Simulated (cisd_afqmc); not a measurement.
Input (AFQMC/CISD/cc-pV(D+d)Z; cisd_afqmc is a phaseless AFQMC code with CISD trial states that reads the integrals written by Ansatz): A basis named .json is the Basis Set Exchange file of that set.

Ansatz 0.2 input:
```python
import cisd_afqmc

open("ham.yaml", "w").write("""\
crystal:
  periodic: [false, false, false]
  atoms:
    - {symbol: Al, position_ang: [-0.00000000, -0.00000000, -0.62737388]}
    - {symbol: N, position_ang: [0.00000000, 0.00000000, 1.16512291]}
basis:
  gaussian:
    orbitals: cc-pV_D+d_Z.json
magnetization: {spin_polarized: true, initial_magnetization: 2}
correlation: {method: ccsd, electrons: outside_noble_gas, hamiltonian_folder: ham}
""")
rep = cisd_afqmc.ansatz("ham.yaml")
e_ccsd = rep["correlation"]["coupled_cluster"]["energy"]["hartree"]
out = cisd_afqmc.run("ham", e_ccsd, trial="CISD", walkers=200, populations=8, threads=8, dt=0.005, steps=40, early=24, settle=10, least=32,
    cut=5e-5, rank_cut=2e-4, target=0.0004, seconds=1500, seed=1, memory=17280, gpu=False)
```

Output:

```
orbitals 31, occupied [5, 3], factors 163 of 385, rank of the doubles 114 of 214
E(HF) = -296.290521
E(CCSD) on the cut factors = -296.457651, shift to the whole factors -0.000006
Energy of the trial state on the determinant = -296.457574
  tau behind 7.2 of longer steps, mean of the populations' last blocks
   2.0  -296.46248
   4.0  -296.46195
   6.0  -296.46124
   8.0  -296.46259
blocks 265 (2 outliers left out), error by blocks joined: 1: 0.00017, 2: 0.00021, 4: 0.00024, 8: 0.00028, 16: 0.00029
E(AFQMC/CISD) = -296.46246 +/- 0.00029
```

The determinant is spin-contaminated: <S^2> is 2.14, 0.14 over the pure value.

The run carries these doubts: other determinant than ccsd t, other ccsd than ccsd t.
